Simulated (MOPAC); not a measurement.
MOPAC input (PM3):

```
PM3 FORCE THERMO(298,298) PRECISE LET UHF MS=0.5 GEO-OK AUX(PRECISION=9) THREADS=1
C5H7

C     2.27406951 1   -0.16711020 1    0.29450298 1
C     0.92196422 1   -0.32233702 1    0.21270552 1
C     0.06431675 1    0.70120723 1   -0.25039752 1
C    -1.33819812 1    0.53334198 1   -0.33273352 1
C    -1.97342311 1   -0.62010182 1    0.02485062 1
H     2.92426276 1   -0.95851993 1    0.65124890 1
H     2.77769597 1    0.75154338 1    0.00947180 1
H     0.44770184 1   -1.27204448 1    0.51212998 1
H     0.49574395 1    1.66081818 1   -0.55784535 1
H    -1.92477821 1    1.38226758 1   -0.70403425 1
H    -3.04818762 1   -0.74293972 1   -0.04036995 1
H    -1.41474014 1   -1.47937159 1    0.39708103 1
```

From the output:

```
     H   12   0.001816   0.065918   0.002401   0.090183   0.372636   5.300470

          HEAT OF FORMATION =      40.742359 KCALS/MOLE

          ZERO POINT ENERGY      60.802 KCAL/MOL

           NORMAL COORDINATE ANALYSIS (Total motion = 1 Angstrom)

   Root No.       1         2         3         4         5         6         7         8

                 1 A"      2 A"      1 A'      2 A'      3 A"      4 A"      3 A'      5 A"

                 146.1     227.3     255.2     424.5     502.0     525.0     621.6     774.9

           1   -0.0000    0.0000   -0.0340   -0.0522    0.0000   -0.0000   -0.0465    0.0000
           2    0.0000   -0.0000    0.0524   -0.0420   -0.0000    0.0000   -0.0160   -0.0000
           3   -0.0755    0.0144    0.0000    0.0000    0.0067   -0.0003    0.0000    0.0054
           4    0.0000    0.0000   -0.0298   -0.0483   -0.0000   -0.0000   -0.0345    0.0000
           5   -0.0000   -0.0000   -0.0411    0.0660    0.0000    0.0000   -0.0071   -0.0000
           6    0.1019    0.0108    0.0000    0.0000   -0.0480   -0.0074    0.0000    0.0170
           7    0.0000   -0.0000   -0.0030    0.0082    0.0000    0.0000    0.0516   -0.0000
           8   -0.0000    0.0000   -0.0599    0.0266   -0.0000   -0.0000   -0.0483    0.0000
           9    0.0442   -0.0558   -0.0000    0.0000    0.0100    0.0208   -0.0000   -0.0713
          10   -0.0000    0.0000   -0.0045    0.0176    0.0000   -0.0000    0.0682   -0.0000
          11    0.0000   -0.0000   -0.0109   -0.0360   -0.0000    0.0000    0.0655    0.0000
          12   -0.0075    0.0548   -0.0000   -0.0000    0.0244   -0.0435   -0.0000   -0.0064
          13   -0.0000   -0.0000    0.0709    0.0637   -0.0000    0.0000   -0.0153    0.0000
          14    0.0000    0.0000    0.0405   -0.0061    0.0000   -0.0000    0.0189   -0.0000
          15   -0.0463   -0.0273   -0.0000   -0.0000   -0.0006    0.0057    0.0000    0.0051
          16   -0.0000    0.0000   -0.1064    0.0526    0.0000    0.0000   -0.0221   -0.0000
          17    0.0000   -0.0000    0.0984   -0.1101   -0.0000   -0.0000   -0.0337    0.0000
          18   -0.0466    0.1001    0.0000   -0.0000    0.2982    0.1463    0.0000   -0.0816
          19   -0.0000   -0.0000    0.0354   -0.1553   -0.0000   -0.0000   -0.0800    0.0000
          20    0.0000    0.0000    0.0981   -0.1106    0.0000    0.0000   -0.0384   -0.0000
          21   -0.2599   -0.0653    0.0000    0.0000   -0.2102   -0.1342    0.0000    0.0150
          22    0.0000    0.0000   -0.0658   -0.0296   -0.0000   -0.0000   -0.0800    0.0000
          23   -0.0000   -0.0000   -0.0587    0.0747    0.0000    0.0000   -0.0350   -0.0000
          24    0.2552    0.0811    0.0000    0.0000   -0.0027   -0.0071    0.0000    0.0851
          25    0.0000   -0.0000   -0.0076    0.0637    0.0000    0.0000    0.0411    0.0000
          26   -0.0000    0.0000   -0.0602    0.0559   -0.0000   -0.0000   -0.0532   -0.0000
          27    0.0066   -0.1548   -0.0000    0.0000    0.0628    0.1749   -0.0000    0.3671
          28   -0.0000    0.0000   -0.0576    0.0216   -0.0000    0.0000    0.0498    0.0000
          29    0.0000   -0.0000    0.0180   -0.0361    0.0000   -0.0000    0.0738   -0.0000
          30   -0.0375    0.1955   -0.0000    0.0000   -0.0089    0.0071   -0.0000    0.1826
          31   -0.0000    0.0000    0.0714    0.0651   -0.0000    0.0000   -0.0180   -0.0000
          32    0.0000   -0.0000    0.1190    0.0530    0.0000   -0.0000   -0.1590    0.0000
          33   -0.1118    0.0600    0.0000   -0.0000   -0.1884    0.2800   -0.0000   -0.0668
          34   -0.0000   -0.0000    0.1355    0.1123    0.0000   -0.0000   -0.1711    0.0000
          35    0.0000    0.0000    0.0112   -0.0273   -0.0000    0.0000    0.0900   -0.0000
          36   -0.0068   -0.1801   -0.0000   -0.0000    0.1390   -0.1728    0.0000    0.0966

   Root No.       9        10        11        12        13        14        15        16

                 6 A"      7 A"      8 A"      4 A'      9 A"      5 A'      6 A'      7 A'

                 878.7     884.7     921.7     929.9     940.9     987.7    1113.7    1173.8

           1   -0.0000    0.0000    0.0000    0.0171    0.0000   -0.0102   -0.0110    0.0086
           2    0.0000   -0.0000   -0.0000    0.0547   -0.0000   -0.0179    0.0127    0.0084
           3   -0.0259    0.0256    0.0345    0.0000    0.0352    0.0000    0.0000    0.0000
           4   -0.0000    0.0000   -0.0000    0.0120   -0.0000   -0.0068    0.0053   -0.0060
           5    0.0000   -0.0000    0.0000    0.0047    0.0000   -0.0018   -0.0282   -0.0322
           6   -0.0182    0.0132   -0.0320   -0.0000   -0.0483    0.0000   -0.0000   -0.0000
           7    0.0000    0.0000   -0.0000    0.0121    0.0000    0.0367   -0.0327   -0.0140
           8   -0.0000   -0.0000    0.0000   -0.0370   -0.0000   -0.0050    0.0340    0.0058
           9    0.0226    0.0130   -0.0041   -0.0000    0.0272   -0.0000    0.0000   -0.0000
          10   -0.0000   -0.0000    0.0000   -0.0136   -0.0000    0.0163    0.0238   -0.0214
          11    0.0000    0.0000   -0.0000   -0.0017    0.0000    0.0247    0.0188   -0.0157
          12   -0.0211   -0.0268    0.0383    0.0000   -0.0338    0.0000   -0.0000   -0.0000
          13   -0.0000   -0.0000   -0.0000   -0.0210    0.0000   -0.0560    0.0165    0.0018
          14    0.0000    0.0000    0.0000   -0.0005   -0.0000   -0.0136   -0.0068    0.0361
          15   -0.0232   -0.0133   -0.0439    0.0000    0.0345    0.0000   -0.0000    0.0000
          16    0.0000   -0.0000   -0.0000    0.2694   -0.0000   -0.0738    0.0060    0.0611
          17   -0.0000    0.0000    0.0000   -0.1076    0.0000    0.0216   -0.0006   -0.0253
          18    0.1060   -0.0955   -0.1365   -0.0000   -0.1340    0.0000   -0.0000   -0.0000
          19    0.0000   -0.0000    0.0000   -0.2129   -0.0000    0.0367   -0.0796   -0.0164
          20   -0.0000    0.0000    0.0000   -0.1005    0.0000    0.0137   -0.0303   -0.0110
          21    0.1680   -0.1700   -0.0940    0.0000   -0.0739   -0.0000    0.0000   -0.0000
          22    0.0000   -0.0000    0.0000   -0.0696    0.0000   -0.0369   -0.0361   -0.0776
          23   -0.0000    0.0000   -0.0000   -0.0433   -0.0000   -0.0176   -0.0511   -0.0759
          24    0.1523   -0.1730    0.1354    0.0000    0.2210    0.0000   -0.0000    0.0000
          25   -0.0000   -0.0000    0.0000   -0.0301   -0.0000    0.0633   -0.2704    0.2634
          26    0.0000    0.0000    0.0000   -0.0605    0.0000    0.0079   -0.0916    0.1522
          27   -0.0535   -0.0850    0.0307   -0.0000   -0.0465   -0.0000    0.0000   -0.0000
          28    0.0000    0.0000   -0.0000   -0.0495    0.0000    0.1263    0.2774    0.2200
          29   -0.0000   -0.0000    0.0000    0.0162   -0.0000   -0.0304   -0.1128   -0.1420
          30    0.1555    0.1944   -0.1501   -0.0000    0.1011   -0.0000   -0.0000   -0.0000
          31    0.0000    0.0000    0.0000   -0.0211   -0.0000   -0.0530    0.0209    0.0001
          32   -0.0000   -0.0000   -0.0000    0.0818    0.0000    0.2826   -0.0505   -0.0038
          33    0.0963    0.0471    0.1703    0.0000   -0.1198    0.0000   -0.0000    0.0000
          34    0.0000    0.0000    0.0000    0.0363   -0.0000    0.1750    0.0599   -0.0818
          35   -0.0000   -0.0000   -0.0000   -0.0258    0.0000   -0.1161   -0.0270    0.0780
          36    0.1575    0.1430    0.1302    0.0000   -0.1246   -0.0000   -0.0000    0.0000

   Root No.      17        18        19        20        21        22        23        24

                 8 A'      9 A'     10 A'     11 A'     12 A'     13 A'     14 A'     15 A'

                1204.0    1267.0    1297.4    1344.6    1417.9    1528.7    1572.1    2976.7

           1   -0.0346    0.0084    0.0002   -0.0179   -0.0470    0.1033   -0.0697   -0.0019
           2    0.0240   -0.0137   -0.0018    0.0101   -0.0043   -0.0014   -0.0052    0.0028
           3    0.0000   -0.0000    0.0000    0.0000    0.0000   -0.0000    0.0000    0.0000
           4    0.0095   -0.0044   -0.0358   -0.0235    0.0835   -0.0646    0.0986    0.0328
           5   -0.0069    0.0480    0.0070   -0.0446    0.0337    0.0390    0.0401   -0.0542
           6   -0.0000    0.0000    0.0000   -0.0000   -0.0000    0.0000   -0.0000   -0.0000
           7   -0.0183    0.0109   -0.0069   -0.0165   -0.1013   -0.0965   -0.0240   -0.0003
           8   -0.0455   -0.0311   -0.0151    0.0368   -0.0255   -0.0584   -0.0410    0.0035
           9   -0.0000   -0.0000    0.0000    0.0000    0.0000    0.0000   -0.0000    0.0000
          10    0.0113   -0.0071   -0.0095    0.0383    0.1043    0.0381   -0.0716   -0.0000
          11   -0.0053   -0.0314    0.0255    0.0056   -0.0441    0.0480    0.0862    0.0004
          12    0.0000   -0.0000    0.0000   -0.0000   -0.0000   -0.0000    0.0000    0.0000
          13   -0.0145   -0.0021   -0.0022    0.0146   -0.0398    0.0216    0.0562   -0.0030
          14    0.0164    0.0206    0.0009   -0.0352    0.0404   -0.0456   -0.0834   -0.0081
          15    0.0000    0.0000   -0.0000   -0.0000    0.0000   -0.0000   -0.0000   -0.0000
          16    0.0135    0.0421    0.1984    0.1430    0.0247   -0.0668   -0.0032   -0.0136
          17   -0.0050   -0.0295   -0.1167   -0.0873   -0.0472    0.1108   -0.0499   -0.0290
          18   -0.0000   -0.0000   -0.0000   -0.0000   -0.0000    0.0000   -0.0000   -0.0000
          19   -0.0789    0.1336    0.2125    0.0811    0.0548   -0.0439    0.0264    0.0001
          20   -0.0018    0.0646    0.1267    0.0691    0.0603   -0.0988    0.0602   -0.0062
          21    0.0000   -0.0000   -0.0000   -0.0000   -0.0000    0.0000    0.0000    0.0000
          22    0.4737   -0.0466    0.0057    0.0474   -0.1200   -0.0373   -0.0482   -0.3607
          23    0.2553    0.0262    0.0346   -0.0069   -0.0849    0.0681   -0.0505    0.6354
          24   -0.0000    0.0000    0.0000   -0.0000    0.0000    0.0000    0.0000    0.0000
          25    0.0502   -0.1232    0.0184   -0.0073    0.0590    0.0741    0.0959    0.0177
          26   -0.0138   -0.1054   -0.0009    0.0460    0.0615    0.0337    0.0219   -0.0246
          27   -0.0000    0.0000    0.0000   -0.0000   -0.0000    0.0000   -0.0000    0.0000
          28    0.1210    0.0911    0.0435   -0.0662   -0.0694    0.0615    0.0913   -0.0048
          29   -0.0638   -0.0870   -0.0005    0.0640    0.0455    0.0454    0.0095   -0.0069
          30   -0.0000   -0.0000   -0.0000    0.0000    0.0000   -0.0000   -0.0000    0.0000
          31   -0.0153   -0.0069    0.0026    0.0119   -0.0388    0.0255    0.0617   -0.0086
          32    0.0242    0.1224   -0.1572    0.1928   -0.0161    0.0778    0.0624   -0.0022
          33    0.0000    0.0000   -0.0000    0.0000    0.0000   -0.0000   -0.0000   -0.0000
          34   -0.0085   -0.1577    0.1643   -0.1507    0.0937   -0.0375   -0.0990    0.0406
          35    0.0108    0.0988   -0.0822    0.0469   -0.0222   -0.0183   -0.0146    0.0960
          36    0.0000    0.0000   -0.0000    0.0000   -0.0000   -0.0000    0.0000   -0.0000

   Root No.      25        26        27        28        29        30

                16 A'     17 A'     18 A'     19 A'     20 A'     21 A'

                3036.4    3051.6    3085.3    3135.5    3151.4    3155.4

           1   -0.0002    0.0002    0.0001    0.0431   -0.0146    0.0012
           2    0.0001   -0.0001   -0.0010   -0.0219   -0.0611    0.0023
           3    0.0000    0.0000    0.0000   -0.0000   -0.0000    0.0000
           4    0.0000    0.0019   -0.0038   -0.0025    0.0020   -0.0006
           5    0.0000   -0.0009    0.0072    0.0009   -0.0026    0.0007
           6    0.0000    0.0000    0.0000    0.0000   -0.0000    0.0000
           7   -0.0115    0.0228   -0.0016   -0.0010    0.0010    0.0017
```
